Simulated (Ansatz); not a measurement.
`CB(C)O` + H₂O → `CB(O)O` + CH₄  (formal hydrolysis of a B–C bond)

Program: Ansatz. Geometries: PBE0-D4/def2-TZVP. ΔE: electronic, gas phase. CCSD(T)/CBS is the MP2 limit (def2-TZVPP, def2-QZVPP) plus CCSD(T) − MP2 in def2-TZVPP, frozen cores. This one scheme is used for every species. DFT in def2-TZVPP. Each species was taken in one conformer, which may not be the lowest.

| level | ΔE (kJ/mol) |
| --- | --- |
| ωB97M-V | -125.1 |
| PBE-QIDH | -124.4 |
| CCSD/def2-SVP | -143.4 |
| HF/def2-TZVPP | -138.7 |

Question: What does CCSD(T)/CBS give? (Best estimate.)

Answer: Ansatz gave: -120.5 kJ/mol. The listed levels differ from it by -4.6, -3.9, -22.9, -18.2 kJ/mol.

Largest T1 diagnostic among the species: 0.012.

The D4 term adds +3.1 kJ/mol with B3LYP and +1.8 kJ/mol with PBE0; it sums over pairs of atoms, weighted by their polarisabilities, and B3LYP, whose exchange is more repulsive, gets the larger term. In def2-TZVPP, CCSD(T) changes the Hartree–Fock value by +14.2 kJ/mol (the triples alone add +0.9 kJ/mol) and MP2 by +14.2 kJ/mol.

B3LYP here is the variant with VWN-RPA as its local correlation; programs differ in this.
